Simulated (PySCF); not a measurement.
Species: C2H8ClGeN.
Atom-mapped SMILES: `[CH3:1][CH2:2][Ge@H:3]([NH2:4])[Cl:5]` (hydrogens: H6, H7, H8 on C1; H9, H10 on C2; H11 on Ge3; H12, H13 on N4)

Method: PBE0-D3(BJ)/def2-SVP geometry optimisation, gas phase in PySCF 2.14.0; density fitting, grid level 1; the optimiser is geomeTRIC in internal coordinates, started from a GFN2-xTB structure with every atom displaced at random (about 0.01 Å).

At the end of the run (lengths in Å): Ge3–Cl5 2.191, C2–Ge3 1.943, N4–H13 1.017, C1–C2 1.524, C1–H8 1.102, C2–H9 1.103, C1–H6 1.101, C2–Ge3–N4 109.3°, C2–Ge3–Cl5 106.3°, N4–Ge3–Cl5 111.9°, C1–C2–Ge3 113.0°, C1–C2–Ge3–N4 -64°, H11–Ge3–N4–H12 177°, H9–C2–Ge3–N4 59°.

Problem. These geometries were met on the way; a selection of coordinates is given. Order them by energy above the end point, lowest first.
A. Ge3–Cl5 2.129, C2–Ge3 2.002, N4–H13 1.066, C1–C2 1.555, C1–H8 1.073, C2–H9 1.074, C1–H6 1.073, C2–Ge3–N4 107.8°, C2–Ge3–Cl5 109.4°, N4–Ge3–Cl5 111.9°, C1–C2–Ge3 113.1°, C1–C2–Ge3–N4 -58°, H11–Ge3–N4–H12 -177°, H9–C2–Ge3–N4 64°
B. Ge3–Cl5 2.191, C2–Ge3 1.943, N4–H13 1.015, C1–C2 1.527, C1–H8 1.101, C2–H9 1.103, C1–H6 1.101, C2–Ge3–N4 106.9°, C2–Ge3–Cl5 108.0°, N4–Ge3–Cl5 113.2°, C1–C2–Ge3 111.6°, C1–C2–Ge3–N4 -59°, H11–Ge3–N4–H12 -178°, H9–C2–Ge3–N4 63°
C. Ge3–Cl5 2.200, C2–Ge3 1.948, N4–H13 1.015, C1–C2 1.531, C1–H8 1.102, C2–H9 1.106, C1–H6 1.101, C2–Ge3–N4 105.5°, C2–Ge3–Cl5 108.8°, N4–Ge3–Cl5 113.9°, C1–C2–Ge3 111.1°, C1–C2–Ge3–N4 -58°, H11–Ge3–N4–H12 -177°, H9–C2–Ge3–N4 64°

Solution. B (0.008 eV), C (0.027 eV), A (0.225 eV).

| step | E above end (eV) | rms distance from the end, all atoms (Å) | largest force (eV/Å) | rms shift of all bonds from the end (Å) |
| --- | --- | --- | --- | --- |
| 2 | 0.008 | 0.082 | 0.165 | 0.002 |
| 1 | 0.027 | 0.113 | 0.330 | 0.004 |
| 0 | 0.225 | 0.080 | 2.701 | 0.035 |

Rows stand in the order of the answer.
